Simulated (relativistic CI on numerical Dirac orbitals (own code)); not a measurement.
**Transition arrays of Te6+**

Method of calculation: Dirac-Coulomb-Breit CI, separate exchange-only KLI orbitals for each configuration, a model potential for QED, valence Slater integrals scaled by 0.9, whole transition arrays (own radial code, finite nucleus).

CI space (outside the closed core [Kr]): 4d¹⁰, 4d⁹4f, 4d⁹5p, 4d⁹5f. Levels of other configurations are missing.

All E1 lines from the levels of 4d¹⁰; mean and standard deviation are weighted by gf, and upper levels are sorted by their leading configuration.

```csv
Upper configuration,Lines,Σgf,Mean (eV),Mean (nm),σ (eV),Strongest line (nm)
4d⁹4f,3,5.1,80.89,15.327,0.80,15.315
4d⁹5p,3,1.1,53.53,23.162,0.37,23.224
4d⁹5f,3,8.1,100.04,12.393,0.89,12.382
```

Σgf per state of the lower configuration in bins of 0.5 nm over the central range (centre: value): 12.25: 8.04, 15.25: 5.11, 22.75: 0.18, 23.25: 0.97.

How do configuration mixing and the scaling of the Slater integrals move the arrays?

Slater scale 0.9, no configuration mixing: 4d⁹4f 86.7 ± 0.7 eV (Σgf 11.4), 4d⁹5p 53.6 ± 0.4 eV (Σgf 1.3), 4d⁹5f 94.3 ± 0.7 eV (Σgf 0.9); Slater scale 1: 4d⁹4f 82.2 ± 0.8 eV (Σgf 4.8), 4d⁹5p 53.6 ± 0.4 eV (Σgf 1.1), 4d⁹5f 100.9 ± 0.9 eV (Σgf 8.7); Slater scale 0.8: 4d⁹4f 79.6 ± 0.8 eV (Σgf 5.4), 4d⁹5p 53.4 ± 0.4 eV (Σgf 1.2), 4d⁹5f 99.3 ± 0.8 eV (Σgf 7.6). With mixing, levels are counted to their leading configuration, so an array can shrink or vanish into another, and the sums then hold other lines.
